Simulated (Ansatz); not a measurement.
The same hydrogenolysis along the group F, Cl, Br.

Computed with Ansatz on PBE0-D4/def2-TZVP structures; ΔE is electronic, products minus reactants. CCSD(T)/CBS adds triple-zeta CCSD(T) − MP2 to the extrapolated MP2 energy (def2 sets, frozen cores). Small cases extrapolate CCSD(T) itself. Functionals use def2-TZVPP. For Br outer-core shells are correlated without core-valence functions, which leaves a few kJ/mol of doubt a bond. Scalar relativity is left out up to krypton. Each species was taken in one conformer, which may not be the lowest.

| reaction | CCSD(T)/CBS(def2) (kJ/mol) |
| --- | --- |
| `NB(F)S` + H₂ → `NBF` + H₂S | 33 |
| `NB(S)Cl` + H₂ → `NBCl` + H₂S | 31 |
| `NB(S)Br` + H₂ → `NBBr` + H₂S | ? |

Q: Fill in the missing values. (Best estimate.)

A: Ansatz gave: `NB(S)Br` + H₂ → `NBBr` + H₂S: +34.0 kJ/mol.

Largest T1 diagnostic: 0.012, for `NBF`.

Extrapolated directly: `NB(F)S` + H₂ → `NBF` + H₂S.
